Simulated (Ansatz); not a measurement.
Z-matrix (Å, degrees):
```
Si
Si 1 2.337
H 1 1.488 2 109.7
H 1 1.488 2 111.3 3 120.4
H 1 1.488 2 109.7 3 -119.2
Ge 2 2.380 1 110.4 3 59.6
H 2 1.490 1 109.9 3 -179.8
H 2 1.490 1 109.9 3 -61.0
H 6 1.538 2 110.2 1 -59.7
H 6 1.538 2 110.2 1 59.6
H 6 1.538 2 111.3 1 179.9
```

Charge 0, multiplicity 1.

(1) List the PBE/def2-TZVPP orbital energies in eV (the Gaussian-basis code of Ansatz). (Best estimate.)

Answers

(1) The calculation gave: Occupied: -10804.37, -1779.67, -1779.60, -1337.76, -1191.17, -1191.17, -1191.17, -162.32, -137.44, -137.38, -113.76, -113.75, -113.75, -94.18, -94.16, -94.16, -94.11, -94.10, -94.10, -29.59, -29.59, -29.56, -29.52, -29.52, -14.48, -13.43, -12.04, -9.06, -8.75, -8.43, -8.42, -8.11, -7.49, -6.93. Lowest empty: -1.01, -0.70, -0.50, -0.32, -0.04, 0.16, 0.70, 1.07.
